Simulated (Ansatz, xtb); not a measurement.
## Two isomers of C4H10OSi

We compare I, `CC[Si@@H](C)C=O`, a singlet, with II, `C[SiH](C)CC=O`, a singlet. Both are isolated molecules in the gas phase, relaxed with r2SCAN-D4/def2-SVP, each in the lowest conformer that the search found.

Quicker runs give these differences E(II) − E(I): GFN2-xTB −14.2 kcal/mol; HF/STO-3G −5.8 kcal/mol (at GFN2-xTB geometries); r2SCAN-D4/def2-SVP//GFN2-xTB −16.7 kcal/mol.

Question: Estimate E(II) − E(I) at the level CCSD(T)/def2-SVP + ΔMP2/def2-TZVPP.

Answer: Calculated at CCSD(T)/def2-SVP + ΔMP2/def2-TZVPP: E(II) − E(I) = −15.6 kcal/mol, so structure II lies lower.

Level by level:

| level | geometry | E(II) − E(I) (kcal/mol) | departure from the last row (kcal/mol) | job, with rough time for the two |
| --- | --- | --- | --- | --- |
| GFN2-xTB | GFN2-xTB | −14.2 | +1.4 | optimisation, 0.43 s |
| HF/STO-3G | GFN2-xTB | −5.8 | +9.7 | single point, 0.64 s |
| r2SCAN-D4/def2-SVP//GFN2-xTB | GFN2-xTB | −16.7 | −1.2 | single point, 4.4 s |
| r2SCAN-D4/def2-SVP | r2SCAN-D4/def2-SVP | −16.5 | −0.9 | optimisation, 93 s |
| HF/def2-SVP | r2SCAN-D4/def2-SVP | −15.5 | +0.1 | part of the CCSD(T) run |
| MP2/def2-SVP | r2SCAN-D4/def2-SVP | −15.3 | +0.2 | part of the CCSD(T) run |
| CCSD(T)/def2-SVP | r2SCAN-D4/def2-SVP | −14.0 | +1.6 | single point |
| CCSD(T)/def2-SVP + ΔMP2/def2-TZVPP | r2SCAN-D4/def2-SVP | −15.6 |  | single point, 78 s |

As drawn, both hold the same kinds of bond in the same numbers.

None of the levels shown reverses the order. The largest departure from CCSD(T)/def2-SVP + ΔMP2/def2-TZVPP is that of HF/STO-3G, 9.7 kcal/mol. The last row adds to CCSD(T) the change of the MP2 difference between the two basis sets, here −1.6 kcal/mol.

With thermal terms from frequencies at re-optimised GFN2-xTB minima (ideal gas, soft modes damped towards free rotors, one conformer each, 298.15 K, 1 atm): the zero-point term adds −0.1 kcal/mol; ΔH is −15.8 and ΔG −15.4 kcal/mol.

The correlated steps freeze 10 core orbitals. Mirror images aren't counted in ΔG. Run with Ansatz 0.2.0, xtb 6.7.1; the last row on 2 threads of Intel(R) Xeon(R) Platinum 8375C CPU @ 2.90GHz (Ice Lake) on a shared host.
